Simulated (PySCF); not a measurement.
Species: CrO3 (singlet state).
Bonds: Cr1–O2, Cr1–O3, Cr1–O4.

Computed with TDDFT PBE0/def2-SVPD, vertical, gas phase, core orbitals frozen in the response (PySCF). Geometry: PBE0-D3(BJ)/def2-SVP; no solvent, vibrations or thermal averaging.

Lowest singlets, with some entries withheld (?). Orbitals of the list HOMO-3 to LUMO+2 that lie within 0.01 eV of each other are written together with a slash and their weights summed (≥ marks a lower bound); for degenerate orbitals outside that list single weights are arbitrary.

```csv
state,ν̃ (cm⁻¹),f,"main configurations (H = HOMO, L = LUMO)"
S1,17530,?,H→L (100%)
S2,24440,?,H-2/H-1→L (≥95%)
S3,24450,?,H-2/H-1→L (≥95%)
S4,26840,?,H-3→L (99%)
S5,26960,?,H→L+1/L+2 (≥89%)
S6,26970,?,H→L+1/L+2 (≥89%)
S7,33440,?,H-2/H-1→L+1/L+2 (99%)
S8,33470,?,H-2/H-1→L+1/L+2 (99%)
S9,33880,?,"H-2/H-1→L+1/L+2 (≥37%), H-3→L+1/L+2 (≥17%)"
S10,33880,?,"H-2/H-1→L+1/L+2 (≥38%), H-3→L+1/L+2 (≥17%)"
S11,37920,?,H-5→L (95%)
S12,37940,?,H-6→L (95%)
S13,40550,?,H-4→L (83%)
S14,41180,?,H-3→L+1/L+2 (≥64%)
S15,41190,?,H-3→L+1/L+2 (≥64%)
```

Task: Fill in the withheld entries.

Result: 
- S1: f = 0.0000
- S2: f = 0.0057
- S3: f = 0.0057
- S4: f = 0.0054
- S5: f = 0.0002
- S6: f = 0.0002
- S7: f = 0.0033
- S8: f = 0.0000
- S9: f = 0.0012
- S10: f = 0.0012
- S11: f = 0.0029
- S12: f = 0.0029
- S13: f = 0.0003
- S14: f = 0.018
- S15: f = 0.018

Task: Which level carries the most intensity, and what share of the listed sum of f?

Result: S14/S15, with f = 0.036 of 0.065, 56%.

Task: Where do the lowest triplets lie (Tamm–Dancoff)?

Result: T1 1.99 eV, H→L (97%); T2 2.50 eV, H-2/H-1→L (≥85%); T3 2.50 eV, H-2/H-1→L (≥85%). E(S1) − E(T1) = +0.18 eV.

Task: How far apart are S4 and S14, in eV and cm⁻¹?

Result: 5.106 − 3.328 = 1.778 eV, or about 14340 cm⁻¹.

The run took 4.6 s wall on one thread of an Arm Neoverse V2 (shared host).
